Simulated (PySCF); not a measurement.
# Worked example: oscillator strength and radiative lifetime

Si(OH)2(SH)2 (H4O2S2Si), SMILES S[Si](O)(S)O.

Geometry optimised at B3LYP-D3(BJ)/def2-SVP. One conformer was computed; it need not be the lowest.

TDDFT-LC-ωPBE/def2-SVPD (PySCF) puts the first singlet state with f over 0.02 at 7.22 eV (vertical), with the transition dipole (-0.013, 0.279, 0.289) in atomic units.

Find the oscillator strength, the wavelength and the radiative lifetime that this transition would have in vacuum if emission retraced absorption.


|μ|² = 0.1615 au, so |μ| = 1.02 D. ΔE = 7.22/27.211 = 0.2653 hartree. f = (2/3) ΔE |μ|² = 0.029 (the program prints 0.029).
λ = 1239.84/7.22 = 172 nm; ν = 58233 cm⁻¹.
Einstein's coefficient A = 0.6670 ν² f s⁻¹ (ν in cm⁻¹) = 6.5e7 s⁻¹, so τ = 1/A = 15 ns. This state is S3; the lower singlets have f = 0.001, 0.001. The figure is the radiative limit of this one transition; relaxation, internal conversion, crossing to triplets and a medium change what is measured.
